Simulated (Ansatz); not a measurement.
The cluster Cd2Se⁺, relaxed as a doublet with UKS PBE-D4/def2-TZVP in Ansatz, starting from the PBE-D4/def2-TZVP geometry of the neutral singlet. Force threshold 0.02 eV/Å.

In the def2 sets Cd takes a core potential; there is no spin–orbit coupling. The structure comes from a short search, and lower isomers may exist.

Start:

```xyz
3

Cd   -1.071   -2.178    0.708
Cd    1.069    2.180   -0.706
Se    0.001   -0.001   -0.002
```

```
step  energy (eV)  largest force component (eV/Å)  SCF passes
   1  -74463.7606                           0.738          58
   2  -74463.9966                           0.488          33
   3  -74464.1215                           0.248          24
   4  -74464.2267                           0.273          25
   5  -74464.3014                           0.242          24
   6  -74464.3268                           0.250          22
   7  -74464.3340                           0.137          24
   8  -74464.3365                           0.026          24
   9  -74464.3366                           0.000          24
```

Force components are those of the run's own axes.

End:

Cartesian coordinates in Å:
```
Cd -1.134 -1.651 0.928
Cd 0.696 2.076 -0.281
Se 0.438 -0.425 -0.647
```

By distances, no bond broke or formed. The bond that changes most is Cd1–Se3, from 2.53 to 2.54 Å (atoms count from 1).

No frequencies were taken in this run, so the end may be a saddle point.

Run time 14 s (4 threads of Arm Neoverse V2 on a shared host).
